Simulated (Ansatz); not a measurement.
# One reagent, a row of partners

Four-centre ligand exchange: CH₄Zn ([CH3][ZnH]) meets different reagents, and the same bond of it breaks. Each row is one chosen step, not always the lowest open to these reactants.

Gas-phase electronic energies, without zero-point energy, by CCSD(T) at an estimated basis limit (MP2 extrapolated from triple and quadruple zeta, plus CCSD(T) − MP2 in triple zeta); Ansatz 0.2.0, def2-TZVPP and QZVPP, frozen cores, on PBE0-D4/def2-TZVP structures. Extrapolation: Hartree–Fock as exp(−7.88 √X), correlation as X^−2.97. All energies, in eV, count from the separated reactants, without counterpoise correction; the start and end structures are the complexes reached by relaxing down from the saddle, and deeper ones may exist. Brackets give SMILES, or, where every atom is bracketed, only which atoms are joined. Steps whose reference was doubtful or whose search ended elsewhere are left out.

| reactants | products | broken | formed | start structure | saddle | end structure | saddle by PBE-D4/TZ |
| --- | --- | --- | --- | --- | --- | --- | --- |
| CH₄Zn ([CH3][ZnH]) + HF | CH₃FZn ([CH3][Zn][F]) + H₂ | F–H, H–Zn | F–Zn, H–H | -0.195 | ? | -0.808 | 0.135 |
| CH₄Zn ([CH3][ZnH]) + AsH₃ | CH₅AsZn ([CH3][Zn][AsH2]) + H₂ | As–H, H–Zn | As–Zn, H–H | -0.142 | 1.445 | -0.646 | 1.129 |
| CH₄Zn ([CH3][ZnH]) + H₂O | CH₄OZn ([CH3][Zn][OH]) + H₂ | H–O, H–Zn | H–H, O–Zn | -0.283 | 0.765 | -0.404 | 0.573 |
| CH₄Zn ([CH3][ZnH]) + NH₃ | CH₅NZn ([CH3][Zn][NH2]) + H₂ | H–N, H–Zn | H–H, N–Zn | -0.432 | 1.134 | -0.066 | 0.917 |

What is the height of the saddle for CH₄Zn ([CH3][ZnH]) + HF? (Judge from chemistry; the value comes from the calculation.)

By the calculation: 0.360 eV relative to the separated reactants, the lowest of the series; above its start structure the barrier is 0.360 − (-0.195) ≈ 0.555 eV.

How do the PBE-D4 saddles lie against the coupled-cluster estimate?

All lower, by 0.192 to 0.316 eV.

No T1 diagnostic of these runs exceeds 0.016. The filled d shells of As are correlated in sets not built for that, so values that involve them are less sure.

For scale, one of the runs: CCSD(T)/def2-TZVPP, 241 basis functions, launched by `ansatz run in.yaml --threads 8 --pin off --events-out ev --progress --plain --max-ram 19148MiB`. Hardware: 8 CPU threads of an Arm Neoverse V1, shared host. Wall time 110 s; peak host memory 4.6 GiB.
